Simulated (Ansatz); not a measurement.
A run for Ansatz (a program for electronic structure): U-CCSD(T)/cc-pVTZ on C3H3 (SMILES C#C[CH2]), 2S+1 = 2, atoms moved off the minimum.

Ansatz 0.2 input:
```yaml
crystal:
  periodic: [false, false, false]
  atoms:
    - {symbol: C, position_ang: [1.27449592, -0.10702851, 0.01279465]}
    - {symbol: C, position_ang: [0.20891105, -0.00985208, -0.00488706]}
    - {symbol: C, position_ang: [-1.25172722, 0.15983719, -0.25207635]}
    - {symbol: H, position_ang: [2.44204205, -0.25689287, 0.38431563]}
    - {symbol: H, position_ang: [-1.52385737, 1.07345782, -0.60149691]}
    - {symbol: H, position_ang: [-1.95106269, -0.52349912, 0.23109412]}
basis:
  gaussian:
    orbitals: cc-pVTZ
magnetization: {spin_polarized: true, initial_magnetization: 1}
correlation: {method: ccsd_t, electrons: outside_noble_gas}
scf: {omitted_lower_state_checks: [cluster_reference]}
output: {forces: true}
```

Output:

```
WARN ansatz: RAYON_NUM_THREADS=1 ignored (pool sized by the plan → 1); use --threads N
Functional definition: HF
these checks for a lower state are left out or cut short: cluster_reference
integrals: 0.39 GiB planned
746 factors; integrals over basis functions are off by at most 1.2e-3 eV
mean field: 0.31 GiB planned
mean field evaluation 1: about -3132.5601 eV, gradient 2.2e1 eV
mean field evaluation 2: about -3132.5663 eV, gradient 2.2e1 eV
mean field evaluation 4: about -3135.1757 eV, gradient 2.6e0 eV
mean field evaluation 8: about -3135.2542 eV, gradient 2.2e-1 eV
mean field -3135.25691275 eV, -115.2185663901 hartree, gradient 8.9e-6 eV, S^2 0.792030; 0 other end points of the search recorded, 0 dependent functions left out
3 core orbitals not correlated
reference -3135.25691275 eV, -115.2185663901 hartree; 8, 7 occupied and 121, 122 virtual orbitals, 746 factors
densities: 1.38 GiB planned
second order -11.64046100 eV of doubles, -0.00000000 eV of singles
coupled cluster: 1.54 GiB planned
cycle   1  -11.99738341 eV  change   -3.6e-1 eV  update   7.5e-2
cycle   2  -12.33585199 eV  change   -3.4e-1 eV  update   2.6e-2
cycle   3  -12.41186790 eV  change   -7.6e-2 eV  update   1.4e-2
cycle   4  -12.41198549 eV  change   -1.2e-4 eV  update   5.4e-3
cycle   5  -12.41346039 eV  change   -1.5e-3 eV  update   2.3e-3
cycle   6  -12.41336408 eV  change    9.6e-5 eV  update   9.0e-4
cycle   7  -12.41343871 eV  change   -7.5e-5 eV  update   4.0e-4
cycle   8  -12.41349717 eV  change   -5.8e-5 eV  update   1.9e-4
cycle   9  -12.41348903 eV  change    8.1e-6 eV  update   9.2e-5
cycle  10  -12.41349335 eV  change   -4.3e-6 eV  update   3.4e-5
cycle  11  -12.41350946 eV  change   -1.6e-5 eV  update   1.2e-5
cycle  12  -12.41350640 eV  change    3.1e-6 eV  update   4.7e-6
cycle  13  -12.41350826 eV  change   -1.9e-6 eV  update   1.6e-6
cycle  14  -12.41350731 eV  change    9.5e-7 eV  update   7.2e-7
perturbative correction -0.54798039 eV, -0.0201379079 hartree
the calculation of the forces begins
Total energy: -3148.21840045 eV, -115.6948922775 hartree
Atom 0 at     1.274496    -0.107029     0.012795 Å, force    26.559471    -2.741774     2.723249 eV/Å
Atom 1 at     0.208911    -0.009852    -0.004887 Å, force   -24.904224     2.255379    -1.650957 eV/Å
Atom 2 at    -1.251727     0.159837    -0.252076 Å, force     3.177097    -2.727867     1.957375 eV/Å
Atom 3 at     2.442042    -0.256893     0.384316 Å, force    -3.952319     0.578578    -1.663114 eV/Å
Atom 4 at    -1.523857     1.073458    -0.601497 Å, force    -1.072836     2.367555    -1.051075 eV/Å
Atom 5 at    -1.951063    -0.523499     0.231094 Å, force     0.192811     0.268129    -0.315479 eV/Å
Dipole moment:    -0.027417     0.022142     0.075572 e Å
Checks for a lower state left out: cluster_reference
```

The calculation finished and met its thresholds.

Cost: about 6 core-minutes (a rough figure).
